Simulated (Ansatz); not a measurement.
Coupled-cluster diagnostics for the cluster P₇S₂⁺, Ansatz.

Geometry of the singlet (PBE-D4/def2-SVP):

```
atom    x (Å)    y (Å)    z (Å)
  P1  -1.1249  -1.7664  -0.0807
  P2   0.6109  -2.1417   1.3639
  P3   0.7439   2.0976  -0.9076
  P4   1.7663   0.3817   0.2990
  P5   0.4317   0.0873   2.0612
  P6  -1.5707   0.1020   0.9995
  P7  -1.4730   1.7384  -0.6441
  S8   0.9854  -1.4115  -0.7748
  S9  -0.3696   0.9126  -2.3162
```

Correlated methods freeze 45 core orbitals. Another isomer (singlet) lies 0.38 eV lower at PBE0-D4/def2-TZVP; other spin states weren't run for this one.

Question: Estimate the CCSD(T) correlation energy, the shares of MP2 and (T), T1 and the reference's ⟨S²⟩ for: charge 1, singlet, own geometry in def2-SVP; and the rough time on 4 threads of Arm Neoverse V1 on a shared host.

Answer: 
| state | basis | correlation (eV) | MP2 share (%) | (T) share (%) | T1 | ⟨S²⟩ (pure) | wall time | remarks |
| --- | --- | --- | --- | --- | --- | --- | --- | --- |
| charge 1, singlet, own geometry | def2-SVP | -32.252 | 88.8 | 5.8 | 0.023 | 0.00 (0.00) | 29 s | large T1 (0.023) |
Customary marks for T1 are 0.02 (closed shells), 0.045 (open shells) and about 0.05 (3d metals). T1 exceeds 0.02 in 1 of 1 rows and 0.045 in 0; the higher it lies, the less the single-reference result can be trusted.
